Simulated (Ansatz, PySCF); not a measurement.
Pair of molecules: CH4O (SMILES CO) (first 6 atoms) with CH2O2 (SMILES O=CO); geometry from B3LYP-D3(BJ)/def2-TZVP, rigid monomers moved along the line of their centres of mass till O2···H11 is 1.58 Å.
(charge 0, multiplicity 1):
| atom | x (Å) | y (Å) | z (Å) |
|---|---|---|---|
| C | -0.1896 | -0.3503 | 0.1830 |
| O | 0.4893 | -0.8055 | 1.3522 |
| H | -0.9040 | 0.4454 | 0.4141 |
| H | -0.7288 | -1.2018 | -0.2278 |
| H | 0.5196 | 0.0110 | -0.5655 |
| H | 0.9374 | -0.0547 | 1.7799 |
| O | 0.8192 | 0.8509 | 3.3933 |
| C | 0.0088 | 0.2168 | 4.0306 |
| O | -0.6470 | -0.8509 | 3.6051 |
| H | -0.2752 | 0.4703 | 5.0598 |
| H | -0.3586 | -1.0422 | 2.6689 |

Interaction energies are E(AB) − E(A) − E(B) at the monomers' geometry in the complex; basis-set methods are counterpoise corrected. Rows marked so take none.

Rows in 6-311+G**, 6-31G* carry no dispersion term and start afresh at each structure (6-31G* with six Cartesian d functions).

The values were computed with Ansatz (Gaussian basis) for Hartree–Fock, density functionals and correlated methods; PySCF for 6-311+G** rows, 6-31G* rows, the dispersion terms. Each number belongs to the level named beside it.

**Question.** One of these levels gives -275.5 meV for the interaction energy. Which one is it?
A) B3LYP/6-311+G** (no counterpoise)
B) HF/6-31G*
C) PBE-D3(BJ)/def2-TZVPPD
D) BP86/6-31G* (no counterpoise)

**Answer.** B, HF/6-31G*. The others give -508.6 (PBE-D3(BJ)/def2-TZVPPD), -632.8 (BP86/6-31G* (no counterpoise)), -432.6 (B3LYP/6-311+G** (no counterpoise))

Ansatz is a first-principles code.
